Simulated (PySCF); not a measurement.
Input for PySCF: R-B3LYP/6-31G* on H8SSi2 (a complex).

```python
from pyscf import gto, scf, dft, mp
from pyscf.data.elements import chemcore

mol = gto.M(
    atom='''
    S     0.11707214   -0.62044738    0.19740103
    H     0.56597115    0.62354368   -0.03293470
    H    -1.16582462   -0.24740611    0.06577021
    Si    1.25084799   -0.13110778    3.68506150
    Si   -0.98875350    0.56821351    3.52858969
    H     2.09813491    0.58716067    2.70332862
    H     1.36843146   -1.58798144    3.44477564
    H     1.78008701    0.16021978    5.04220454
    H    -1.47700881    1.03653972    4.85103663
    H    -1.86761891   -0.53863766    3.08228289
    H    -1.12509659    1.69242701    2.57033655
    ''',
    basis='6-31g*',
    cart=True,
    charge=0, spin=0, verbose=3, max_memory=1800)
mf = dft.RKS(mol, xc='b3lyp')
mf.conv_tol = 1e-8
mf.max_cycle = 100
mf.kernel()
if not mf.converged:
    mf = mf.newton().run(mf.mo_coeff, mf.mo_occ)
```

It printed:

```
converged SCF energy = -981.966714461633
```

The calculation finished and met its thresholds.

Cost: very roughly 7 core-seconds.
